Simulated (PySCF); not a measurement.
Isomers of CH9NSi2. Gas-phase values, no solvent. One relaxed conformer stands for each flexible species; it need not be the lowest. Strings in code marks are SMILES.

These are PBE0-D4/def2-TZVP (PySCF) values and carry that method's errors. Delta-SCF ions had no search for a lower state. Excitations are Tamm–Dancoff values on a coarser integration grid. The basis has no diffuse functions, so Rydberg states are missing or too high.

```csv
species,S1 oscillator strength,S1–T1 gap (TDA) (eV),vertical ionisation energy (Delta-SCF) (eV),HOMO–LUMO gap (eV)
`C[Si@@H](N)[SiH3]`,0.015,0.51,…,…
`C[SiH2]N[SiH3]` (C–Si–N–Si torsion 75°),0.010,0.36,9.27,7.54
`C[SiH2][SiH2]N`,0.005,0.49,9.17,…
`NC[SiH2][SiH3]`,0.003,0.31,9.19,…
`[SiH3]N([SiH3])C`,0.000,0.30,8.97,7.19
`N([SiH3])C[SiH3]` (Si–C–N–Si torsion 155°),…,0.32,…,7.03
```

Problem. Some entries are withheld; supply them.

Solution. 
- `C[Si@@H](N)[SiH3]`, vertical ionisation energy (Delta-SCF) (eV): 9.05
- `C[Si@@H](N)[SiH3]`, HOMO–LUMO gap (eV): 7.25
- `C[SiH2][SiH2]N`, HOMO–LUMO gap (eV): 7.22
- `NC[SiH2][SiH3]`, HOMO–LUMO gap (eV): 7.24
- `N([SiH3])C[SiH3]` (Si–C–N–Si torsion 155°), S1 oscillator strength: 0.005
- `N([SiH3])C[SiH3]` (Si–C–N–Si torsion 155°), vertical ionisation energy (Delta-SCF) (eV): 8.80
